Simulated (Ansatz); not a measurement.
Bond stretch in ClBe (cation, charge +1), lowest triplet found (which spin is the ground state isn't settled by this scan).

Level of theory: Ansatz (an electronic-structure program) with full CI/cc-pVDZ, frozen core.

Q: Relative to R = 2.12 Å, what are the energies at R = 1.54, 1.81, 3.19, 3.47 Å?

A: 60.3 kcal/mol at 1.54 Å, 10.4 kcal/mol at 1.81 Å, 17.0 kcal/mol at 3.19 Å, 19.9 kcal/mol at 3.47 Å.
